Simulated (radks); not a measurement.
Problem. The mean radii <r> (bohr) of the occupied orbitals of an atom or ion are listed with their occupations. Calculated with a radial shooting solver on a logarithmic mesh with Libxc functionals: scalar-relativistic Kohn-Sham, AM05, spin-unpolarised, spherical densities, point nucleus.

orbital  occ.      <r>
1s          2  0.01899
2s          2  0.08043
2p          6  0.07177
3s          2   0.2085
3p          6   0.2082
3d         10   0.1886
4s          2   0.4498
4p          6   0.4701
4d         10   0.4841
4f          3   0.4788

Name the element and its charge.

Solution. Z = 72, hafnium, charge +23: Hf23+ in [Kr] 4d10 4f3. The 1s radius gives Z: for a bare nucleus <r> = (2 gamma + 1)/(2Z) with gamma = sqrt(1 - (Z/c)^2), 0.01876 bohr for Z = 72, and screening makes it slightly larger (0.01899 here). The occupations add up to 49, and the charge is Z minus that.
